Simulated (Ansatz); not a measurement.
The cluster Ag2H3⁻. Charge -1, multiplicity 1. Geometry r2SCAN-D4/def2-TZVPD.

```xyz
5

Ag    0.570   -0.610    1.147
Ag   -0.635    0.401   -1.204
H    -1.022    1.661   -2.203
H    -0.329   -1.068   -0.291
H     1.415   -0.384    2.551
```

In the def2 sets Ag takes a core potential; there is no spin–orbit coupling. The structure comes from a short search, and lower isomers may exist.

Task: Estimate the orbital energies around the gap (eV) in Ansatz with LDA (SPW92)/def2-TZVPD, PBE-D4/def2-TZVPD, revPBE-D4/def2-TZVPD, r2SCANh-D4/def2-TZVPD, PBE0-D4/def2-TZVPD.

Result: 
```tsv
orbital	LDA (SPW92)/def2-TZVPD	PBE-D4/def2-TZVPD	revPBE-D4/def2-TZVPD	r2SCANh-D4/def2-TZVPD	PBE0-D4/def2-TZVPD
HOMO−13	-55.35	-55.32	-55.27	-58.71	-59.50
HOMO−12	-6.31	-6.06	-5.98	-7.00	-7.66
HOMO−11	-4.34	-4.10	-4.03	-4.96	-5.64
HOMO−10	-3.79	-3.54	-3.46	-4.47	-5.31
HOMO−9	-3.55	-3.31	-3.23	-4.24	-5.09
HOMO−8	-3.12	-2.91	-2.84	-3.87	-4.72
HOMO−7	-3.11	-2.90	-2.82	-3.86	-4.71
HOMO−6	-3.05	-2.83	-2.75	-3.76	-4.61
HOMO−5	-3.03	-2.81	-2.73	-3.74	-4.59
HOMO−4	-2.84	-2.63	-2.56	-3.57	-4.40
HOMO−3	-2.82	-2.60	-2.53	-3.52	-4.33
HOMO−2	-2.23	-2.02	-1.94	-2.65	-3.15
HOMO−1	-1.56	-1.38	-1.30	-1.97	-2.38
HOMO	-1.26	-1.03	-0.95	-1.60	-2.04
LUMO	2.61	2.80	2.88	3.28	3.36
LUMO+1	2.62	2.81	2.90	3.30	3.40
LUMO+2	3.21	3.40	3.47	3.97	4.05
LUMO+3	4.04	4.17	4.23	4.81	4.74
LUMO+4	4.62	4.68	4.68	5.40	5.19
LUMO+5	4.67	4.72	4.74	5.71	5.29
```
